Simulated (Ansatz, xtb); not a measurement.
Species: SnCl, charge 0, multiplicity 2. SMILES: [Cl][Sn]
Coordinates optimised at B3LYP-D3(BJ)/def2-TZVP (Ansatz, a program for electronic structure):
```
Sn
Cl 1 2.3937
```
Charge 0, spin multiplicity 2.

Harmonic wavenumbers from GFN2-xTB (xtb, at its own minimum), cm⁻¹: 332.

Task: Give the harmonic wavenumbers at B3LYP-D3(BJ)/def2-TZVP (Ansatz, finite differences of forces, unscaled).

Result: 335 cm⁻¹. Zero-point energy 0.5 kcal/mol.

Task: From these and the geometry, give the ideal-gas thermochemistry at 298.15 K and 1 atm (rigid rotor, harmonic oscillator).

Result: Point group C∞v, rotational symmetry number 1. Rotational constants 3.231, 3.231 GHz. S(trans) 41.01, S(rot) 17.01, S(vib) 1.24, S(elec, spin only) 1.38, S 60.6 cal/(mol K). H(298) - H(0) 2.31 kcal/mol; G - E(el) -15.3 kcal/mol.
